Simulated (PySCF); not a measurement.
# Electron correlation in W⁵⁶⁺ (tungsten, charge +56)

Starting occupation: [Ar]. All numbers are calculated (PySCF 2.14, X2C-1e with screened-nucleus spin-orbit coupling, Gaussian nucleus, in an uncontracted even-tempered set (17 s from 5.7 bohr⁻², ratio 2.6; 14 p from 7.4 bohr⁻², ratio 2.6; 5 d from 7.6 bohr⁻², ratio 2.8; 3 f from 120 bohr⁻², ratio 2.8)). Frozen: [Ne]; 8 electrons correlated; the 60 highest virtual spinors left out.

MP2 pair energies summed by pair of shells (mhartree):

```csv
pair,energy,share (%)
3p3/2-3p3/2,-198.06,43.4
3p1/2-3p3/2,-164.42,36.0
3p1/2-3p1/2,-41.35,9.1
3p3/2-3s1/2,-24.22,5.3
3s1/2-3s1/2,-15.13,3.3
3p1/2-3s1/2,-13.49,3.0
```

Total MP2 correlation energy: -456.68 mhartree.

The virtual space was cut to 50 spinors, which keep -440.31 of the -456.68 mhartree of MP2 correlation.

| level | correlation energy (mhartree) |
| --- | --- |
| CCSD | -480.53 |
| (T) | -1.53 |
| CCSD(T) | -482.06 |

Diagnostics: T1 = 0.00016, largest double amplitude 0.034.

Cost of the coupled-cluster step: roughly 14 core-seconds, for 8 occupied and 50 virtual spinors.

The coupled-cluster values are those of the cut space; adding the MP2 remainder, -16.37 mhartree, estimates the full space.

At this charge the one-electron X2C treatment keeps the bare 1/r₁₂, with no two-electron picture change or Breit term. The effect here is smaller than on the frozen 1s shell.
